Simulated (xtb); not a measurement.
H12Si5, triplet, at the geometry of the source list (a higher spin typed on purpose: for a closed-shell molecule this is an excited state); xtb with GFN1-xTB with ALPB(methanol).

Here is a job for xtb.
```
$ xtb mol.xyz --gfn 1 --uhf 2 --alpb methanol --json

# file mol.xyz
17

Si    -0.40880000    -0.87430000    -2.13750000
Si    -0.00000000    -0.00000000     0.00000000
Si    -0.01170000     2.34320000    -0.09840000
Si    -1.67100000    -0.72890000     1.47550000
Si     2.09150000    -0.74000000     0.76040000
H     -1.70360000    -0.45160000    -2.67710000
H     -0.41570000    -2.33930000    -2.15130000
H      0.60000000    -0.45830000    -3.11500000
H      0.23820000     2.95970000     1.20690000
H     -1.29270000     2.87750000    -0.56750000
H      1.01090000     2.87060000    -1.00520000
H     -3.00940000    -0.30060000     1.06130000
H     -1.72200000    -2.18880000     1.58650000
H     -1.47830000    -0.21930000     2.83550000
H      2.17130000    -2.20030000     0.84680000
H      3.18710000    -0.31920000    -0.11640000
H      2.41420000    -0.23060000     2.09560000
```

The log (banner, timings and long lists left out):

```
   ID    Z sym.   atoms
    1   14 Si     1-5
    2    1 H      6-17

           -------------------------------------------------
          |                Calculation Setup                |
           -------------------------------------------------

           -------------------------------------------------
          |                 G F N 1 - x T B                 |
           -------------------------------------------------

      * Solvation model:               ALPB
        Solvent                        methanol
        Parameter file                 internal GFN1-xTB/ALPB
        Dielectric constant                3.2700E+01
        Reference state                gsolv [1 M gas/solution]
        Free energy shift                  4.3754E-03 Eh       2.7456E+00 kcal/mol
        Temperature                        2.9815E+02 K
        Density                            7.9200E-01 kg/L
        Solvent mass                       3.2040E+01 g/mol
        Interaction kernel             P16
        Born radius scaling (c1)           1.7266E+00
        Born radii integrator          GBOBC
        Born offset                        0.0000E+00 a0       0.0000E+00 AA
        H-bond correction              true
        Ion screening                  false
        Surface tension                    1.0000E-05 Eh       1.5569E+01 dyn/cm
        Grid points                               230 per atom

          ...................................................
          :                      SETUP                      :
          :.................................................:
          :  # basis functions                  74          :
          :  # atomic orbitals                  69          :
          :  # shells                           39          :
          :  # electrons                        32          :
          :  # halogen bonds                     0          :
          :  max. iterations                   250          :
          :  Hamiltonian                  GFN1-xTB          :
          :  restarted?                      false          :
          :  GBSA solvation                   true          :
          :  PC potential                    false          :
          :  electronic temp.          300.0000000     K    :
          :  accuracy                    1.0000000          :
          :  -> integral cutoff          0.2500000E+02      :
          :  -> integral neglect         0.1000000E-07      :
          :  -> SCF convergence          0.1000000E-05 Eh   :
          :  -> wf. convergence          0.2000000E-04 e    :
          :  Broyden damping             0.4000000          :
          :  net charge                          0          :
          :  unpaired electrons                  2          :
          ...................................................

 iter      E             dE          RMSdq      gap      omega  full diag
   1    -15.6682672 -0.156683E+02  0.521E+00    0.00       0.0  T
   2    -15.6978146 -0.295474E-01  0.301E+00    0.00       1.0  T
   3    -15.6987874 -0.972814E-03  0.563E-01    0.00       1.0  T
   4    -15.7013342 -0.254679E-02  0.164E-01    0.00       1.0  T
   5    -15.7014279 -0.937325E-04  0.154E-02    0.00       1.6  T
   6    -15.7014300 -0.205730E-05  0.611E-03    0.00       4.0  T
   7    -15.7014307 -0.770393E-06  0.129E-03    0.00      18.9  T
   8    -15.7014307 -0.402081E-08  0.134E-04    0.00     181.0  T
   9    -15.7014307 -0.241014E-09  0.471E-05    0.00     515.4  T

   *** convergence criteria satisfied after 9 iterations ***

 transition dipole moment (au) for excitation:          16          17
     X       Y       Z
   0.3472   0.0919   0.2887  total (au/Debye):    0.461   1.171
 dE (eV)             :    3.858
 oscillator strength :  0.28381E-01

         :::::::::::::::::::::::::::::::::::::::::::::::::::::
         ::                     SUMMARY                     ::
         :::::::::::::::::::::::::::::::::::::::::::::::::::::
[...]
         :: total energy             -15.569186937452 Eh    ::
[...]
        23                         -0.1855901              -5.0502
        24                         -0.1855890              -5.0501
        25                         -0.1855862              -5.0501
        26                         -0.1509352              -4.1072
        27                         -0.1509321              -4.1071
        28                         -0.1509223              -4.1068
       ...                                ...                  ...
        69                          1.6686885              45.4073
      -------------------------------------------------------------
                  HL-Gap            0.0000031 Eh            0.0001 eV
             Fermi-level           -0.3377765 Eh           -9.1914 eV

  Mulliken/CM5 charges         n(s)   n(p)   n(d)
     1Si    0.17827 -0.07305   1.305  1.976  0.541
     2Si    0.03566  0.02213   1.355  1.978  0.632
     3Si    0.17830 -0.07302   1.305  1.976  0.541
     4Si    0.17829 -0.07303   1.305  1.976  0.541
     5Si    0.17823 -0.07310   1.305  1.976  0.541
     6H    -0.06240  0.02250   1.062  0.000  0.000
     7H    -0.06240  0.02249   1.062  0.000  0.000
     8H    -0.06239  0.02252   1.062  0.000  0.000
     9H    -0.06239  0.02251   1.062  0.000  0.000
    10H    -0.06241  0.02248   1.062  0.000  0.000
    11H    -0.06238  0.02253   1.062  0.000  0.000
    12H    -0.06239  0.02251   1.062  0.000  0.000
    13H    -0.06239  0.02252   1.062  0.000  0.000
    14H    -0.06240  0.02249   1.062  0.000  0.000
    15H    -0.06240  0.02250   1.062  0.000  0.000
    16H    -0.06239  0.02252   1.062  0.000  0.000
    17H    -0.06241  0.02249   1.062  0.000  0.000

Wiberg/Mayer (AO) data.
largest (>0.10) Wiberg bond orders for each atom

 ---------------------------------------------------------------------------
     #   Z sym  total        # sym  WBO       # sym  WBO       # sym  WBO
 ---------------------------------------------------------------------------
     1  14 Si   3.874 --     8 H    0.897     6 H    0.897     7 H    0.897
                             2 Si   0.854     5 Si   0.102     4 Si   0.102
                             3 Si   0.102
     2  14 Si   3.817 --     5 Si   0.854     1 Si   0.854     3 Si   0.854
                             4 Si   0.854
     3  14 Si   3.874 --    11 H    0.897     9 H    0.897    10 H    0.897
                             2 Si   0.854     5 Si   0.102     4 Si   0.102
                             1 Si   0.102
     4  14 Si   3.874 --    12 H    0.897    13 H    0.897    14 H    0.897
                             2 Si   0.854     1 Si   0.102     3 Si   0.102
                             5 Si   0.102
     5  14 Si   3.874 --    16 H    0.897    17 H    0.897    15 H    0.897
                             2 Si   0.854     3 Si   0.102     1 Si   0.102
                             4 Si   0.102
     6   1 H    0.968 --     1 Si   0.897
     7   1 H    0.968 --     1 Si   0.897
     8   1 H    0.968 --     1 Si   0.897
     9   1 H    0.968 --     3 Si   0.897
    10   1 H    0.968 --     3 Si   0.897
    11   1 H    0.968 --     3 Si   0.897
    12   1 H    0.968 --     4 Si   0.897
    13   1 H    0.968 --     4 Si   0.897
    14   1 H    0.968 --     4 Si   0.897
    15   1 H    0.968 --     5 Si   0.897
    16   1 H    0.968 --     5 Si   0.897
    17   1 H    0.968 --     5 Si   0.897
 ---------------------------------------------------------------------------

Topologies differ in total number of bonds
Writing topology from bond orders to xtbtopo.mol

 dipole moment from electron density (au)
     X       Y       Z
  -0.0003   0.0004  -0.0001  total (Debye):    0.001

           -------------------------------------------------
          | TOTAL ENERGY              -15.569186937452 Eh   |
          | GRADIENT NORM               0.011893509983 Eh/α |
          | HOMO-LUMO GAP               0.000084683729 eV   |
           -------------------------------------------------

normal termination of xtb
```
